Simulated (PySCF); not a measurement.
This PySCF input asks for the NMR shieldings of SMILES C=CC[SiH2]C[SiH2]C, C5H14Si2; the geometry comes from GFN2-xTB.

```python
import basis_set_exchange as bse
import numpy as np
from pyscf import gto, dft
from pyscf.prop import nmr

atoms = """
C    -3.371532    0.809741    0.660484
C    -2.183728    0.269937    0.869991
C    -1.763923   -1.070613    0.387873
Si   -0.680843   -0.920798   -1.179669
C     0.793801    0.226378   -0.842425
Si    1.912114   -0.263404    0.618080
C     3.427927    0.879790    0.660615
H    -3.622669    1.796841    1.009849
H    -4.146308    0.277673    0.132429
H    -1.423032    0.828377    1.400572
H    -2.640505   -1.677352    0.163180
H    -1.192031   -1.580320    1.163654
H    -1.501399   -0.374666   -2.270755
H    -0.211246   -2.262925   -1.549670
H     0.419769    1.237362   -0.675734
H     1.399196    0.278186   -1.747636
H     1.184766   -0.131446    1.889334
H     2.355444   -1.656272    0.465964
H     3.143025    1.918924    0.799447
H     4.096675    0.613229    1.473268
H     3.995578    0.818299   -0.263481
"""
names = dict.fromkeys(["C", "Si", "H"], "pcSseg-1")
basis = {el: gto.basis.parse(bse.get_basis(n, elements=[el], fmt="nwchem")) for el, n in names.items()}
mol = gto.M(atom=atoms, basis=basis, charge=0, verbose=0)
mf = dft.RKS(mol, xc="PBE0")
mf.grids.level = 2
mf.grids.alignment = dft.numint.BLKSIZE   # the property module wants whole blocks of grid points
mf.conv_tol = 1e-9
mf.kernel()

calc = nmr.RKS(mf)   # GIAO
C = mf.mo_coeff
Co = C[:, mf.mo_occ > 0]
resp = mf.gen_response(singlet=True, hermi=2)
def vind(x):   # induced exchange potential for any number of trial vectors
    d = np.einsum("pi,xij,qj->xpq", C, 2 * x.reshape(-1, C.shape[1], Co.shape[1]), Co, optimize=True)
    return np.einsum("xpq,pi,qj->xij", resp(d - d.transpose(0, 2, 1)), C, Co, optimize=True).ravel()
mo1, _ = nmr.rhf.solve_mo1(calc, with_cphf=vind)
sigma = calc.kernel(mo1)
for i, s in enumerate(sigma):   # ppm
    w = np.linalg.eigvalsh((s + s.T) / 2)
    print("%2d %-2s iso %8.1f  s11 %8.1f  s22 %8.1f  s33 %8.1f" % (i, mol.atom_pure_symbol(i), w.mean(), *w))
```

Q: Give the expected output.

A: 
```
 0 C  iso     67.4  s11    -44.6  s22     89.6  s33    157.3
 1 C  iso     43.8  s11    -81.7  s22     48.6  s33    164.4
 2 C  iso    164.9  s11    150.5  s22    157.9  s33    186.3
 3 Si iso    385.8  s11    351.9  s22    384.3  s33    421.1
 4 C  iso    196.3  s11    189.5  s22    198.8  s33    200.6
 5 Si iso    394.0  s11    354.8  s22    395.9  s33    431.2
 6 C  iso    190.9  s11    186.8  s22    188.6  s33    197.4
 7 H  iso     26.5  s11     23.2  s22     25.4  s33     30.9
 8 H  iso     26.4  s11     22.8  s22     25.5  s33     30.9
 9 H  iso     25.5  s11     22.8  s22     23.9  s33     29.8
10 H  iso     29.9  s11     25.8  s22     28.5  s33     35.5
11 H  iso     30.0  s11     26.9  s22     28.5  s33     34.6
12 H  iso     27.5  s11     23.6  s22     25.8  s33     33.1
13 H  iso     27.3  s11     23.9  s22     25.6  s33     32.5
14 H  iso     31.6  s11     26.9  s22     30.1  s33     37.9
15 H  iso     32.0  s11     26.1  s22     30.0  s33     39.9
16 H  iso     27.4  s11     23.1  s22     27.6  s33     31.4
17 H  iso     27.5  s11     23.5  s22     26.8  s33     32.2
18 H  iso     31.5  s11     26.9  s22     29.5  s33     38.1
19 H  iso     31.5  s11     26.7  s22     28.1  s33     39.8
20 H  iso     31.5  s11     27.0  s22     29.3  s33     38.3
```

These numbers come from an equivalent density-fitted implementation of the same equations, which agrees with the script to about 0.01 ppm for H and up to a few tenths of a ppm for heavy atoms, so last digits may differ.

Q: Turn these shieldings into chemical shifts. Scale: 13C (σ = 186.93 ppm), 29Si (σ = 349.16 ppm), 1H (σ = 31.72 ppm) vs TMS (reference shieldings calculated alike).

A: Averaging equivalent atoms: C 1: 143.2; C 0: 119.5; C 2: 22.0; C 6: -4.0; C 4: -9.3; Si 3: -36.6; Si 5: -44.8; H 9: 6.23; H 8: 5.32; H 7: 5.21; H 12/13: 4.30; H 16/17: 4.28; H 10/11: 1.75; H 18/19/20: 0.20; H 14/15: -0.10 ppm. 

Size and cost of the density-fitted run: 203 basis functions, 100 s wall time on 1 thread of an Intel Xeon, shared host; peak memory 0.85 GiB.
